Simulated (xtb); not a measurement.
B(I)(Me)2 (C2H6BI), SMILES CB(C)I. All values are semi-empirical tight-binding results from xtb (GFN2-xTB unless named), good for trends rather than for accurate numbers. Coordinates come from a GFN2-xTB optimisation.

**Question.** Estimate the properties. (Estimate from the structure and the level; the computed values follow.)

**Answer.** 
```
Item                                              Value
----------------------------------------  -------------
orbital gap                                     3.95 eV
zero-point energy                         48.1 kcal/mol
G − E(el) at 298.15 K (modified RRHO)     28.0 kcal/mol
static polarisability (D4 model)             69.4 bohr³
solvation energy, GFN2-xTB/ALPB(water)    -2.4 kcal/mol
solvation energy, GFN2-xTB/ALPB(octanol)  -4.9 kcal/mol
```
